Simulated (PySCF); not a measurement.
A structure optimised at PBE0-D3(BJ)/def2-SVP, used in a PySCF frequency run:

```xyz
8

Hf     0.0520    -0.0149    -0.0122
Cl     2.1637    -1.0267     0.0484
S     -0.0340     1.9352     1.4355
H     -1.3122     1.6520     1.7855
S     -0.5971     0.6583    -2.2459
H     -1.0363     1.8570    -1.7920
S     -1.6946    -1.5341     0.7031
H     -0.9672    -1.9292     1.7789
```

**Question.** Write its SMILES and formula.

**Answer.** [SH][Hf]([SH])([SH])[Cl], ClH3HfS3

**Question.** What are its rotational constants (standard atomic weights)?

**Answer.** 1.0045, 0.95650, 0.94316 GHz
